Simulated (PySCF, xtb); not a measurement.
BClH, SMILES [BH]Cl (connectivity only; charge and spin as stated), charge +1, multiplicity 1.

Harmonic wavenumbers (cm⁻¹) from xtb with GFN2-xTB at its own minimum, in rising order: 648, 648, 1273, 2716.

Task: What does PBE-D3(BJ)/def2-TZVPD in PySCF 2.14.0 give at its own minimum? (An estimate is asked for; the answer gives what the named calculation found.)

Result: 689, 689, 1115, 2785. Paired by order, the mean absolute difference is 78 cm⁻¹ and the zero-point energies are 7.6 and 7.5 kcal/mol.
